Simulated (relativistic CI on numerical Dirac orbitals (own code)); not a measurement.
**Level scheme of Se³⁺**

Method of calculation: Dirac-Coulomb-Breit CI, KLI orbitals optimised for each configuration, model QED (radiative potential, 1s self-energy scaled to tabulated hydrogen-like ionisation energies), valence Slater integrals scaled by 0.85, configuration energies shifted to the measured levels that pair with them (semi-empirical) (own radial code, finite nucleus).

Configuration list (outside the closed core [Ar] 3d10): 4s²4p, 4s4p², 4s²4d, 4s²5s, 4s²5p, 4s²4f, 4s²5d, 4s²6s, 4p³, 4s4p4d, 4s4p4f, 4p4d², 4s²6p, 4s4p5s, 4s²5f, 4s²5g, 4p²4d, 4s²6d, 4s²6f, 4s4p5p, 4s4d², 4p4f², 4s4p5d, 4s4p6s, 4p²4f, 4s4p6p, 4s4d4f, 4s4p5f, 4s4p5g, 4s4p6d. Levels of other configurations are missing.

```tsv
No.	Configuration	Term	J	E (cm⁻¹)	%	Next component (%)	Lifetime (s)
41	4s4p5s‡	⁴P°	5/2	242868	96	2 4s4p4d ²D°	3.26e-10
42	4s4p5s‡	²P°	1/2	246123	88	6 4s²6p ²P°	1.65e-10
43	4s4p4d‡	²F°	5/2	246527	93	4 ²D°	1.31e-10
44	4s4p5s‡	²P°	3/2	248795	79	11 4s²6p ²P°	1.62e-10
45	4s4p4d‡	²F°	7/2	249770	97	1 4s4p5d ²F°	1.24e-10
46	4s²6p‡	²P°	1/2	256074	92	7 4s4p5s ²P°	1.97e-09
47	4s²6p‡	²P°	3/2	256956	87	10 4s4p5s ²P°	1.37e-09
48	4s4p4d‡	²P°	3/2	262273	68	17 4p³ ²P°	8.17e-11
49	4s4p4d‡	²P°	1/2	263191	75	15 4p³ ²P°	8.63e-11
50	4s4p4d‡	²F°	7/2	268447	47	44 4s²5f ²F°	1.38e-10
51	4s²5f‡	²F°	5/2	268758	46	46 4s4p4d ²F°	1.36e-10
52	4s4p5p‡	⁴D	1/2	269330	91	8 ²P	1.27e-09
53	4s4p5p‡	⁴D	3/2	270436	93	4 ²P	1.25e-09
54	4s4p5p‡	⁴D	5/2	272205	94	5 ⁴P	1.23e-09
55	4s4p5p‡	⁴P	3/2	273587	38	34 ²P	1.18e-09
56	4s4p5p‡	⁴P	1/2	273877	87	12 ²P	1.21e-09
57	4s4p5p‡	²P	1/2	274507	78	10 ⁴P	1.22e-09
58	4s4p5p‡	⁴D	7/2	274915	99		1.22e-09
59	4s4p5p‡	²P	3/2	275854	44	43 ⁴P	1.19e-09
60	4s4p5p‡	⁴P	5/2	276818	69	19 4s²6d ²D	1.11e-09
61	4s²6d‡	²D	3/2	277068	70	15 4s4p5p ²D	9.70e-10
62	4s²6d‡	²D	5/2	277506	72	24 4s4p5p ⁴P	1.05e-09
63	4s4p5p‡	⁴S	3/2	277906	65	12 ⁴P	1.27e-09
64	4s²5g‡	²G	7/2	278332	100		7.29e-10
65	4s²5g‡	²G	9/2	278333	100		7.28e-10
66	4s4p4d‡	²D°	3/2	279129	81	8 4p³ ²D°	4.75e-11
67	4s4p4d‡	²D°	5/2	279859	84	8 4p³ ²D°	4.75e-11
68	4s4p5p‡	²D	3/2	281104	77	15 4s²6d ²D	1.58e-09
69	4s4p4d‡	²P°	1/2	281764	81	10 4s4p5s ²P°	5.20e-11
70	4s4p4d‡	²P°	3/2	282176	77	11 4s4p5s ²P°	5.27e-11
71	4s4p5p‡	²D	5/2	283314	89	8 4s²6d ²D	1.58e-09
72	4s²5f‡	²F°	7/2	284042	54	36 4s4p4d ²F°	9.73e-11
73	4s²5f‡	²F°	5/2	284296	52	37 4s4p4d ²F°	9.35e-11
74	4s4p5p‡	²S	1/2	287510	95	2 ²P	1.04e-09
75	4s4p5s‡	²P°	1/2	289394	87	9 4s4p4d ²P°	7.15e-11
76	4s4p5s‡	²P°	3/2	289490	86	10 4s4p4d ²P°	7.46e-11
77	4s²6f‡	²F°	7/2	300605	92	6 4s4p4d ²F°	2.93e-10
78	4s²6f‡	²F°	5/2	300654	91	6 4s4p4d ²F°	2.85e-10
79	4s4p4f‡	²F	5/2	315157	81	12 4p²4d ²F	3.40e-10
80	4s4p4f‡	²F	7/2	315571	43	32 ⁴F	4.12e-10
81	4s4p4f‡	⁴F	5/2	315742	78	10 4p²4d ⁴F	5.66e-10
82	4s4p4f‡	⁴F	3/2	315742	83	12 4p²4d ⁴F	6.56e-10
83	4s4p4f‡	⁴F	7/2	316371	43	35 ²F	4.23e-10
84	4s4p4f‡	⁴F	9/2	316910	81	9 4p²4d ⁴F	5.34e-10
85	4s4p5d‡	⁴F°	3/2	317415	88	8 ⁴D°	6.67e-10
```

Energies count from the lowest computed level; ° marks odd parity; lifetimes are radiative, by E1, M1, E2, M2, E3 decay to levels of this space only. ‡ marks configurations that were not tied to measured data.

The mean weight of the leading LS term, summed over parents, in these 45 levels is 78 %, and that of the leading jj configuration (from the same eigenvectors) 61 %, so LS coupling describes them better.

Configurations whose levels could be paired with our table of measured levels were shifted onto them, all but the ground configuration, by the median error of their levels; single terms can still be off by 1,000 to 2,000 cm⁻¹ or more, and rates follow the energies as ν³ (E1, M1) or ν⁵ (E2). The others borrow a shift and can be off by several thousand cm⁻¹ or more. The fine structure of a lone outer electron comes out too small, for d and f at times inverted, and misplaced configurations move strength between like terms. 16 of the 16 excited levels that our extract of the measured tables holds in this range could be paired (the sources list more); they are missed by 154 cm⁻¹ on average and 981 at most, after the shifts were fitted to these levels, and levels without a partner can miss by more.

LS names give the leading component of a level, which can be under half, so a name can repeat, a term be missing and a line seem to break the LS rules.
